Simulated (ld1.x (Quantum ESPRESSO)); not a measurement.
**N TM semilocal: all-electron and pseudo phase curves**

```
Element                 : nitrogen
Generator               : ld1.x (Quantum ESPRESSO) 7.5
Type                    : norm-conserving Troullier–Martins (semilocal form)
Functional              : PBE
Relativity              : non-relativistic
Frozen core             : [He]
Valence charge          : 5
Reference configuration : 2s2 2p1 (charge +2)
Partial waves           : 2p (bound): rc 1.40 bohr; 3d channel at 0.35 Ry: rc 1.50 bohr; 2s (bound): rc 1.05 bohr
Local potential         : the s channel
Core correction         : none
```

The phase is arctan(r·u′/u) with u = r·R(r), unwrapped; energies in Ry, scanned from -6 to 5 Ry. A pole is an energy at which the radial function vanishes at the test radius. The pseudo phase is shifted by a multiple of π to meet the all-electron one at the reference energy, and phase errors are pseudo minus all-electron; the curves can meet again beyond the range given. Levels narrower than the energy grid can be missing from the lists of poles.

| channel | radius (bohr) | reference energy (Ry) | poles, all-electron | poles, pseudo | unbroken range about the reference energy with phases within 0.05 rad | phase error 1 Ry above the reference energy (rad) |
| --- | --- | --- | --- | --- | --- | --- |
| s | 1.65 | -3.61 | -2.12 | -2.13 | below 2.7 | -0.001 |
| p | 1.65 | -2.76 | -1.57 | -1.55 | below 1.5 | +0.003 |
| d | 1.65 | 0.35 | none | none | the whole range | +0.001 |

Phases in the d channel:

```
E (Ry)  all-electron  pseudo
 -6.00         1.309   1.310
 -5.74         1.303   1.303
 -5.48         1.296   1.297
 -5.22         1.289   1.289
 -4.96         1.282   1.282
 -4.70         1.273   1.273
 -4.44         1.264   1.264
 -4.18         1.254   1.254
 -3.92         1.243   1.243
 -3.66         1.231   1.232
 -3.40         1.218   1.218
 -3.14         1.203   1.204
 -2.88         1.187   1.187
 -2.62         1.168   1.169
 -2.36         1.147   1.147
 -2.10         1.123   1.123
 -1.84         1.095   1.095
 -1.58         1.062   1.062
 -1.32         1.023   1.023
 -1.06         0.976   0.976
 -0.80         0.918   0.918
 -0.54         0.846   0.846
 -0.28         0.755   0.755
 -0.02         0.637   0.637
  0.24         0.485   0.485
  0.50         0.290   0.290
  0.76         0.054   0.054
  1.02        -0.208  -0.208
  1.28        -0.463  -0.463
  1.54        -0.684  -0.683
  1.80        -0.861  -0.860
  2.06        -0.998  -0.997
  2.32        -1.105  -1.104
  2.58        -1.189  -1.187
  2.84        -1.255  -1.254
  3.10        -1.310  -1.308
  3.36        -1.355  -1.353
  3.62        -1.393  -1.391
  3.88        -1.425  -1.423
  4.14        -1.454  -1.452
  4.40        -1.479  -1.477
  4.66        -1.501  -1.499
  4.92        -1.522  -1.519
```
